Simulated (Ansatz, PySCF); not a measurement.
H7FGe2OSi (SMILES O[Si](F)([GeH3])[GeH3]), singlet, geometry from GFN2-xTB. Base run: CASSCF(6,6)/STO-3G run with PySCF.

Here is a job for PySCF.
```python
from pyscf import gto, scf, mcscf
import numpy

mol = gto.M(
    atom='''
O    -0.20171971    1.74471622    1.27029644
Si    0.01596982    0.68290663    0.06733975
F     0.32764984    1.68647754   -1.14520657
Ge    1.91858488   -0.63185872    0.38435243
Ge   -1.94964897   -0.45694483   -0.46709165
H    -0.39367982    1.47972603    2.16390490
H     2.60539330   -0.41370012    1.70130456
H     2.99962189   -0.48196891   -0.63623889
H     1.62071051   -2.10195463    0.38752023
H    -3.10552596   -0.15103692    0.44030031
H    -2.48145513   -0.23938067   -1.84646416
H    -1.80968208   -1.94669117   -0.36094095
''',
    basis='sto-3g',
    verbose=4,
)

mf = scf.RHF(mol)
mf.kernel()
mc = mcscf.CASSCF(mf, 6, 6)
mc.fix_spin_(ss=0.0)
mc.kernel()
occ = numpy.linalg.eigvalsh(mc.fcisolver.make_rdm1(mc.ci, mc.ncas, mc.nelecas))[::-1]
ss = mc.fcisolver.spin_square(mc.ci, mc.ncas, mc.nelecas)[0]
print('natural occupations', occ.round(4), ' <S^2>', round(ss, 4))
```

Programs used: Ansatz (a program for electronic structure), PySCF; a row that names a program was run with it.

Each row names what was changed in the base input (with any setting that the change needs).

```tsv
change	ΔE vs base (mEh)	natural occupations	<S^2> of the state
base	0.000	1.99 1.98 1.98 0.02 0.02 0.01	0.00
code = ansatz	-6.485	-	-
code = ansatz; correction = SC-NEVPT2, all electrons	-124.4	-	-
solver = newton	0.000	1.99 1.98 1.98 0.02 0.02 0.01	0.00
active space = 6 electrons, 4 orbitals	38.008	2.00 2.00 1.99 0.01	0.00
correction = SC-NEVPT2	-120.1	1.99 1.98 1.98 0.02 0.02 0.01	0.00
active space = 8 electrons, 8 orbitals	-15.129	1.99 1.98 1.98 1.98 0.03 0.02 0.02 0.01	0.00
fix_spin_ = off	0.000	1.99 1.98 1.98 0.02 0.02 0.01	0.00
state_average = 2 states	24.381	-	-
active space = 2 electrons, 3 orbitals	37.711	1.98 0.01 0.00	0.00
start = MP2 natural orbitals	8.488	1.99 1.98 1.98 0.02 0.02 0.01	0.00
```

Active orbitals are taken around the Fermi level unless the row says otherwise; CASSCF can end in different local minima, and two programs can end on different orbitals. State-averaged rows give the lowest state.

Ansatz warned in this series: other orbitals give a lower active-space energy.
